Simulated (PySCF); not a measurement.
PySCF input file for C3H8MgO, SMILES C[CH](C)[Mg][OH], TDA-B3LYP/def2-SVPD. The structure is a stationary point at r2SCAN-D4/def2-SVP. The values are those of a single conformer.

```python
import numpy as np
from pyscf import gto, scf, dft, tdscf

mol = gto.M(
    atom='''
    Mg    1.07152190   -0.10560061    0.00000000
    C    -1.02985454   -0.38942166    0.00000000
    C    -1.70803103    0.16437631    1.26036011
    C    -1.70803102    0.16437631   -1.26036012
    H    -1.18229112   -1.48880475   -0.00000000
    H    -2.80045195   -0.03053495    1.25580457
    H    -1.59272420    1.26019236    1.34774450
    H    -1.31040161   -0.27640020    2.19091538
    H    -1.31040161   -0.27640019   -2.19091538
    H    -2.80045195   -0.03053495   -1.25580458
    H    -1.59272420    1.26019236   -1.34774449
    O     2.82934245    0.11908041   -0.00000000
    H     3.77194380    0.26086859   -0.00000000
    ''',
    basis='def2-SVPD',
    charge=0,
    spin=0,
    symmetry=True,
    max_memory=1600,
    verbose=4,
)
mf = dft.RKS(mol, xc='b3lyp').density_fit(auxbasis='def2-universal-jkfit')
mf.grids.level = 3
mf.conv_tol = 1e-9
mf.max_cycle = 100
mf.kernel()
mf.grids = dft.Grids(mol).set(level=1).build(with_non0tab=True)  # coarser grid for the response kernel
td = tdscf.TDA(mf)
td.singlet = True
td.nstates = 10
td.conv_tol = 1e-4
td.positive_eig_threshold = 1e-6
td.kernel(x0=td.get_init_guess(mf, 15))
td.analyze()
tt = tdscf.TDA(mf)
tt.singlet = False
tt.nstates = 4
tt.conv_tol = 1e-4
tt.positive_eig_threshold = 1e-6
tt.kernel(x0=tt.get_init_guess(mf, 9))
tt.analyze(verbose=3)
```

Log of the run:

```
PySCF version 2.14.0

[INPUT] verbose = 4
[INPUT] num. atoms = 13
[INPUT] num. electrons = 46
[INPUT] charge = 0
[INPUT] spin (= nelec alpha-beta = 2S) = 0
[INPUT] symmetry True subgroup None
[INPUT] Mole.unit = angstrom
[INPUT] Symbol           X                Y                Z      unit          X                Y                Z       unit  Magmom
[INPUT]  1 Mg     1.071521900000  -0.105600610000   0.000000000000 AA    2.024882927474  -0.199556231487   0.000000000000 Bohr   0.0
[INPUT]  2 C     -1.029854540000  -0.389421660000   0.000000000000 AA   -1.946143028740  -0.735900284373   0.000000000000 Bohr   0.0
[INPUT]  3 C     -1.708031030000   0.164376310000   1.260360110000 AA   -3.227710858959   0.310626207267   2.381735426227 Bohr   0.0
[INPUT]  4 C     -1.708031020000   0.164376310000  -1.260360120000 AA   -3.227710840062   0.310626207267  -2.381735445124 Bohr   0.0
[INPUT]  5 H     -1.182291120000  -1.488804750000   0.000000000000 AA   -2.234206416305  -2.813433230452   0.000000000000 Bohr   0.0
[INPUT]  6 H     -2.800451950000  -0.030534950000   1.255804570000 AA   -5.292087210504  -0.057702692727   2.373126703277 Bohr   0.0
[INPUT]  7 H     -1.592724200000   1.260192360000   1.347744500000 AA   -3.009812529967   2.381418424669   2.546867990889 Bohr   0.0
[INPUT]  8 H     -1.310401610000  -0.276400200000   2.190915380000 AA   -2.476300156089  -0.522320678775   4.140230030297 Bohr   0.0
[INPUT]  9 H     -1.310401610000  -0.276400190000  -2.190915380000 AA   -2.476300156089  -0.522320659878  -4.140230030297 Bohr   0.0
[INPUT] 10 H     -2.800451950000  -0.030534950000  -1.255804580000 AA   -5.292087210504  -0.057702692727  -2.373126722174 Bohr   0.0
[INPUT] 11 H     -1.592724200000   1.260192360000  -1.347744490000 AA   -3.009812529967   2.381418424669  -2.546867971992 Bohr   0.0
[INPUT] 12 O      2.829342450000   0.119080410000   0.000000000000 AA    5.346682343106   0.225029361701   0.000000000000 Bohr   0.0
[INPUT] 13 H      3.771943800000   0.260868590000   0.000000000000 AA    7.127940739251   0.492970189601   0.000000000000 Bohr   0.0

nuclear repulsion = 192.172448632589
point group symmetry = Cs
symmetry origin: [ 8.21620183e-10 -4.10810024e-10 -2.46486017e-09]
symmetry axis x: [1.00000000e+00 1.14792818e-10 3.15129432e-10]
symmetry axis y: [ 1.14792819e-10 -1.00000000e+00 -6.65355931e-10]
symmetry axis z: [ 3.15129432e-10  6.65355712e-10 -1.00000000e+00]
num. orbitals of irrep A' = 101
num. orbitals of irrep A" = 67
number of shells = 74
number of NR pGTOs = 242
number of NR cGTOs = 168
basis = def2-SVPD
ecp = {}


[settings echo left out]
init E= -394.248066123825
HOMO (A') = -0.283196549426391  LUMO (A') = -0.098165266699513  gap/eV = 5.03496
cycle= 1 E= -394.077543056714  delta_E= 0.171  |g|= 0.986  |ddm|= 5.75
HOMO (A") = -0.0746481834712394  LUMO (A') = -0.00428255779956821  gap/eV = 1.91475
cycle= 2 E= -393.079829512344  delta_E= 0.998  |g|= 2.26  |ddm|= 3.14
HOMO (A') = -0.207169207652997  LUMO (A') = -0.0411829473949075  gap/eV = 4.51672
cycle= 3 E= -394.27531681633  delta_E= -1.2  |g|= 0.252  |ddm|=  1.9
HOMO (A') = -0.249286040472406  LUMO (A') = -0.0439714092643078  gap/eV = 5.58690
cycle= 4 E= -394.28545981068  delta_E= -0.0101  |g|= 0.169  |ddm|= 0.721
HOMO (A') = -0.229090565767212  LUMO (A') = -0.038206399665409  gap/eV = 5.19422
cycle= 5 E= -394.292979918063  delta_E= -0.00752  |g|= 0.0248  |ddm|= 0.288
HOMO (A') = -0.22999581087385  LUMO (A') = -0.038209878013733  gap/eV = 5.21876
cycle= 6 E= -394.293109510102  delta_E= -0.00013  |g|= 0.00945  |ddm|= 0.0489
HOMO (A') = -0.2291556263593  LUMO (A') = -0.038068974150264  gap/eV = 5.19973
cycle= 7 E= -394.293130681805  delta_E= -2.12e-05  |g|= 0.00179  |ddm|= 0.0179
HOMO (A') = -0.229189591383642  LUMO (A') = -0.0381675993458823  gap/eV = 5.19797
cycle= 8 E= -394.293131420618  delta_E= -7.39e-07  |g|= 0.000241  |ddm|= 0.00363
HOMO (A') = -0.229176395413452  LUMO (A') = -0.0381486907389488  gap/eV = 5.19813
cycle= 9 E= -394.293131439334  delta_E= -1.87e-08  |g|= 5.02e-05  |ddm|= 0.000775
HOMO (A') = -0.229177987065332  LUMO (A') = -0.0381497081377371  gap/eV = 5.19814
cycle= 10 E= -394.293131440158  delta_E= -8.24e-10  |g|= 1.03e-05  |ddm|= 0.000173
HOMO (A') = -0.229175848536855  LUMO (A') = -0.038149330770922  gap/eV = 5.19810
Extra cycle  E= -394.293131440138  delta_E= 1.94e-11  |g|= 1.39e-05  |ddm|= 5.09e-05
converged SCF energy = -394.293131440138
tot grids = 46728
Overwritten attributes  positive_eig_threshold  of <class 'pyscf.tdscf.rks.TDA'>


******** <class 'pyscf.tdscf.rks.TDA'> for <class 'pyscf.df.df_jk.DFSymAdaptedRKS'> ********
nstates = 10 singlet
deg_eia_thresh = 1.000e-03
wfnsym = None
conv_tol = 0.0001
eigh lindep = 1e-12
eigh level_shift = 0
eigh max_cycle = 100


Excitation energies (eV)
[4.74327017 5.2461355  5.31313667 5.53996853 5.54570086 5.77168087
 6.45915634 6.48143227 6.49684933 6.88565075]

** Singlet excitation energies and oscillator strengths **
Excited State   1:   A'      4.74327 eV    261.39 nm  f=0.1754
      23 -> 24        0.69150
Excited State   2:   A'      5.24614 eV    236.33 nm  f=0.0309
      22 -> 24       -0.15893
      23 -> 25        0.68306
Excited State   3:   A"      5.31314 eV    233.35 nm  f=0.0339
      21 -> 24       -0.20445
      23 -> 26        0.67294
Excited State   4:   A'      5.53997 eV    223.80 nm  f=0.0670
      22 -> 24       -0.68501
      23 -> 25       -0.15913
Excited State   5:   A"      5.54570 eV    223.57 nm  f=0.0806
      21 -> 24       -0.67329
      23 -> 26       -0.20613
Excited State   6:   A'      5.77168 eV    214.81 nm  f=0.0537
      23 -> 27        0.69501
Excited State   7:   A"      6.45916 eV    191.95 nm  f=0.0001
      21 -> 25        0.69378
Excited State   8:   A'      6.48143 eV    191.29 nm  f=0.0001
      21 -> 26       -0.47771
      22 -> 25        0.50978
Excited State   9:   A"      6.49685 eV    190.84 nm  f=0.0000
      22 -> 26        0.69348
Excited State  10:   A'      6.88565 eV    180.06 nm  f=0.0722
      20 -> 24        0.25463
      23 -> 28       -0.58765
      23 -> 29        0.28100

** Transition electric dipole moments (AU) **
state          X           Y           Z        Dip. S.      Osc.
  1         1.2261      0.0779     -0.0000      1.5095      0.1754
  2         0.2832     -0.4002      0.0000      0.2403      0.0309
  3         0.0000      0.0000     -0.5104      0.2605      0.0339
  4        -0.1383      0.6890     -0.0000      0.4939      0.0670
  5        -0.0000     -0.0000      0.7704      0.5935      0.0806
  6        -0.6150      0.0414     -0.0000      0.3800      0.0537
  7        -0.0000     -0.0000     -0.0213      0.0005      0.0001
  8        -0.0209     -0.0044     -0.0000      0.0005      0.0001
  9         0.0000      0.0000      0.0062      0.0000      0.0000
 10        -0.6292     -0.1788      0.0000      0.4278      0.0722

** Transition velocity dipole moments (imaginary part, AU) **
state          X           Y           Z        Dip. S.      Osc.
  1         0.1833     -0.0115      0.0000      0.0337      0.1290
  2         0.0474     -0.0027      0.0000      0.0023      0.0078
  3        -0.0000      0.0000     -0.0268      0.0007      0.0025
  4        -0.0266      0.1023     -0.0000      0.0112      0.0366
  5         0.0000     -0.0000      0.1125      0.0127      0.0414
  6        -0.1122     -0.0036     -0.0000      0.0126      0.0396
  7         0.0000     -0.0000     -0.0055      0.0000      0.0001
  8        -0.0026     -0.0024     -0.0000      0.0000      0.0000
  9         0.0000      0.0000     -0.0002      0.0000      0.0000
 10        -0.1424     -0.0327     -0.0000      0.0213      0.0562

** Transition magnetic dipole moments (imaginary part, AU) **
state          X           Y           Z
  1        -0.0000     -0.0000     -0.5411
  2         0.0000     -0.0000      0.1507
  3        -0.0548     -0.1615      0.0000
  4         0.0000      0.0000     -0.8878
  5        -0.0447      0.9678     -0.0000
  6         0.0000      0.0000     -0.2765
  7        -0.0129     -0.0323     -0.0000
  8        -0.0000      0.0000      0.0033
  9        -0.0037      0.0119      0.0000
 10        -0.0000     -0.0000      0.2277


******** <class 'pyscf.tdscf.rks.TDA'> for <class 'pyscf.df.df_jk.DFSymAdaptedRKS'> ********
nstates = 4 triplet
deg_eia_thresh = 1.000e-03
wfnsym = None
conv_tol = 0.0001
eigh lindep = 1e-12
eigh level_shift = 0
eigh max_cycle = 100


Excitation energies (eV)
[3.75070792 4.95206935 5.01278751 5.26021719]

** Triplet excitation energies and oscillator strengths **
Excited State   1:   A'      3.75071 eV    330.56 nm  f=0.0000
Excited State   2:   A'      4.95207 eV    250.37 nm  f=0.0000
Excited State   3:   A"      5.01279 eV    247.34 nm  f=0.0000
Excited State   4:   A'      5.26022 eV    235.70 nm  f=0.0000
```

The calculation finished and met its thresholds.

Cost: very roughly 110 core-seconds.
